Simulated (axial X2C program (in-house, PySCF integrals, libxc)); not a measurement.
**What spin–orbit coupling does to LiNi⁺**

Computed with an axial X2C code built on PySCF integrals. Spin-free means the one-electron spin-free X2C Hamiltonian; two-component (2c) means X2C with spin–orbit coupling and atomic mean-field two-electron Coulomb and Gaunt terms, so the difference of the two also holds small scalar two-electron terms. Basis: Ni dyall-cv3z [9s9p6d3f2g], Li dyall-cv3z [7s8p2d] (cores contracted in-house); Gaussian nuclei, density fitting, unrestricted open shells. Masses: Ni 57.935 u, Li 7.016 u.

Spin-free state: M_S = 1, Λ = 2 (beyond evenly filled blocks: σα, δ+α, δ+β, δ-α); fragments Ni + Li+.

```json
{"level": "PBE0", "Re (Å)": "2.598", "ωe (cm⁻¹)": "279.7", "De (eV)": "0.741", "μ (D)": "7.13"}
{"level": "HF", "Re (Å)": "2.872", "ωe (cm⁻¹)": "237.3", "De (eV)": "2.396", "μ (D)": "7.56"}
{"level": "MP2", "Re (Å)": "2.691", "ωe (cm⁻¹)": "288.3", "De (eV)": "0.125", "μ (D)": "n/a"}
{"level": "CCSD", "Re (Å)": "2.753", "ωe (cm⁻¹)": "262.1", "De (eV)": "1.163", "μ (D)": "n/a"}
{"level": "CCSD(T)", "Re (Å)": "2.749", "ωe (cm⁻¹)": "261.9", "De (eV)": "1.016", "μ (D)": "n/a"}
{"level": "PW91", "Re (Å)": "2.579", "ωe (cm⁻¹)": "273.2", "De (eV)": "0.747", "μ (D)": "7.21"}
```

Correlated methods: 10 electrons correlated (number of frozen shells: Ni 3 s, 2 p; Li 1 s), 224 virtual spin orbitals or spinors in MP2, 90 natural virtuals in coupled cluster.

Dipoles are positive if Li is the positive end and refer to the centre of mass.

Two-component determinant lowest at the distance of the search:

Ω = 3 (⟨Sz⟩ = 1.00, ⟨Lz⟩ = 2.00 at HF); fragments Ni + Li+.

```tsv
level	Re (Å)	ωe (cm⁻¹)	μ (D)
PBE0	2.598	279.7	7.12
HF	2.873	237.3	7.56
MP2	2.691	288.3	n/a
CCSD	2.753	262.1	n/a
CCSD(T)	2.749	261.9	n/a
PW91	2.579	273.2	7.21
```

Q: From the two tables, how do the constants change at the CCSD(T) level (2c against spin-free)?

A: At the CCSD(T) level Re is unchanged within 0.001 Å and ωe doesn't move by more than 0.2 cm⁻¹.

Occupations by symmetry block were frozen at the best pattern of an incomplete PBE0 search. Dissociation energies refer to the lowest single-determinant-based atoms at the same level and basis. De is not given where an atomic determinant may have missed its ground term or J level, or where the truncated virtual space spoils (T). Density functionals use the spin component along the axis (collinear). CCSD and (T) use frozen natural virtuals with an MP2 correction for the truncation; (T) itself is uncorrected, so its De runs slightly low. PBE0 can misorder states that lie within some tenths of an eV, so this need not be the ground state of the molecule. The nearest other spin-free determinant of the search, M_S = 1, Λ = 1, lies 0.10 eV up at the distance of the search. Without a current term, density functionals place determinants with orbital angular momentum somewhat too high. The atomic limit has a lower orbital projection than the molecule and lies lower at mean-field level, so De may be about a tenth of an eV too small. With several unpaired electrons one determinant need not be a pure state. At some level and bond length an empty orbital lies below a filled one. The determinant is spin-polarised beyond a pure state at some levels (its spin-free form has ⟨S²⟩ too high), which makes Re and μ there less reliable.
